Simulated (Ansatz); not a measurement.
Geometry optimisation, Ansatz, RKS PBE/def2-SVP.

input.yaml

```yaml
crystal:
  periodic: [false, false, false]
  atoms:
    - { symbol: C, position_ang: [-0.4074, 1.2173, 1.5639] }
    - { symbol: C, position_ang: [0.8156, 0.4529, 1.3488] }
    - { symbol: Al, position_ang: [0.4509, -1.2268, 0.3052] }
    - { symbol: C, position_ang: [-0.0223, -1.1626, -1.5964] }
    - { symbol: "N", position_ang: [-0.2391, 0.1982, -2.0597] }
    - { symbol: H, position_ang: [-0.868, 1.6047, 0.5737] }
    - { symbol: H, position_ang: [-0.2035, 2.1669, 2.162] }
    - { symbol: H, position_ang: [-1.1771, 0.6725, 2.0825] }
    - { symbol: H, position_ang: [1.5709, 1.0837, 0.8436] }
    - { symbol: H, position_ang: [1.2414, 0.179, 2.3627] }
    - { symbol: H, position_ang: [0.7543, -2.6387, 1.0326] }
    - { symbol: H, position_ang: [-1.0386, -1.7124, -1.6886] }
    - { symbol: H, position_ang: [0.6351, -1.6571, -2.2121] }
    - { symbol: H, position_ang: [0.47409, 0.45015, -2.73659] }
    - { symbol: H, position_ang: [-0.10216, 0.86316, -1.25336] }
basis:
  gaussian: { orbitals: def2-SVP }
hamiltonian:
  xc: pbe
relax:
  f_tol: 0.015
  max_steps: 40
output:
  orbitals: {}
```

Command:

```bash
$ ansatz run input.yaml --threads 2 --pin off --max-ram 3072MiB --backend cpu --events-out ev --progress --plain --runs-dir out
```

Where does it end, and by what steps?

The run converged. After 16 steps the energy has fallen by 0.661 eV; H14 moved furthest, 1.08 Å.

| step | energy less start (eV) | largest force component (eV/Å) | accepted |
| --- | --- | --- | --- |
| 0 | 0.0000 | 3.487 | yes |
| 1 | -0.4419 | 1.101 | yes |
| 2 | -0.4984 | 0.327 | yes |
| 3 | -0.5134 | 0.189 | yes |
| 4 | -0.5160 | 0.955 | yes |
| 5 | -0.5728 | 0.485 | yes |
| 6 | -0.6134 | 0.291 | yes |
| 7 | -0.6282 | 0.909 | yes |
| 8 | -0.6443 | 0.151 | yes |
| 9 | -0.6534 | 0.233 | yes |
| 10 | -0.6568 | 0.081 | yes |
| 11 | -0.6585 | 0.043 | yes |
| 12 | -0.6576 | 0.170 | no |
| 13 | -0.6598 | 0.029 | yes |
| 14 | -0.6605 | 0.042 | yes |
| 15 | -0.6607 | 0.025 | yes |
| 16 | -0.6608 | 0.013 | yes |

```xyz
15
Properties=species:S:1:pos:R:3
C -0.441 1.298 1.496
C 0.759 0.330 1.575
Al 0.639 -1.244 0.378
C 0.034 -1.046 -1.507
N -0.260 0.336 -1.909
H -0.683 1.554 0.443
H -0.258 2.245 2.049
H -1.357 0.847 1.933
H 1.691 0.867 1.269
H 0.953 0.012 2.624
H 1.030 -2.731 0.867
H -0.920 -1.632 -1.517
H 0.700 -1.630 -2.199
H -0.597 0.380 -2.880
H 0.596 0.904 -1.893
```

Run time: 23 s on 2 threads of Intel(R) Xeon(R) 6975P-C (Granite Rapids) (shared host), peak memory 0.17 GiB.
